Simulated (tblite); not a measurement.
Compound: C9H9 (charge +1).
Geometry (GFN2-xTB, Å), atoms numbered from 1 in this order:
```
atom  x, y, z in Å
C1     3.7754   -0.9130   -0.0773
C2     2.4004   -0.5640   -0.1718
C3     1.2232   -0.2726   -0.2502
C4    -0.1100    0.0904   -0.3525
C5    -0.4823    1.2306   -1.0673
C6    -1.8074    1.6004   -1.1581
C7    -2.8338    0.8497   -0.5443
C8    -2.5281   -0.2702    0.1580
C9    -1.1424   -0.7346    0.3089
H10    4.0344   -1.5735   -0.9078
H11    3.9739   -1.4422    0.8547
H12    4.4011   -0.0227   -0.1416
H13    0.2842    1.8222   -1.5455
H14   -2.0715    2.4894   -1.7121
H15   -3.8564    1.1795   -0.6416
H16   -3.3006   -0.8576    0.6319
H17   -1.0641   -1.7758   -0.0392
H18   -0.9048   -0.8298    1.3794
```

Computed values, GFN2-xTB/tblite, gas phase, harmonic and unscaled. Against measured fundamentals such values can be off by several per cent, at times by over 20. The optimisation stopped once no atom felt more than 0.01 eV/Å.

Lowest wavenumbers of the output (negative numbers stand for imaginary wavenumbers):
```
mode    cm-1
  1     -27.4
  2      74.1
  3      89.6
  4     177.5
  5     247.1
  6     279.9
  7     357.5
  8     385.8
  9     425.9
 10     455.3
```

Problem. Is this structure a minimum?

Solution. Not by this Hessian. 1 mode is imaginary beyond 20i (27i cm⁻¹), so at this level the point lies at or near a first-order saddle. The curvature is small, so loose convergence or finite differences may be the whole cause.

Problem. Which atoms move in the imaginary mode?

Solution. 27i: H10 (methyl hydrogen) 35 %, H11 (methyl hydrogen) 31 %, H12 (methyl hydrogen) 30 %. These are shares of the mass-weighted motion.

Problem. What is the remedy?

Solution. Step along that mode in both directions, optimise again with tighter thresholds and repeat the frequencies. The zero-point energy of this point (89.4 kcal/mol) counts the 47 real modes alone, and thermal corrections from it aren't those of a minimum.
